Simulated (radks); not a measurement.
The numbers below are computed, except where a source is named.
Dipole-allowed excitations along the series with 29 electrons in [Ar] 3d10 4s1. Level of theory: non-relativistic Kohn-Sham, LB94 model potential, spin-polarised, spherical densities, point nucleus; open shells are filled with parallel spins first (spin-orbit coupling, left out, can overturn this in heavy ions) (a radial shooting solver on a logarithmic mesh with Libxc functionals). Time-dependent linear response with the Hartree and adiabatic LDA kernel, continuum included through the Sternheimer equations. Lines are the poles of the dipole polarisability below minus the highest occupied eigenvalue, found on a grid refined at the orbital gaps; the lowest seven at most are given, and weak or close lines can be missed. The first line takes the name of the lowest orbital gap if no other gap lies below it; otherwise a line is named after a gap within 0.6 % of it, if that gap stands alone.

species  -e(HOMO) (eV)  lowest orbital gap (eV)  first line (eV)      f  static alpha (bohr^3)
Zr11+           237.86             4s-4p 24.444   26.159 (4s-4p)  0.630                 0.7786
Nb12+           269.66             4s-4p 26.157   27.979 (4s-4p)  0.613                 0.6608
Mo13+           303.21             4s-4p 27.868   29.796 (4s-4p)  0.597                 0.5661
Tc14+           338.51             4s-4p 29.576   31.610 (4s-4p)  0.582                 0.4890
Ru15+           375.55             4s-4p 31.283   33.421 (4s-4p)  0.568                 0.4256
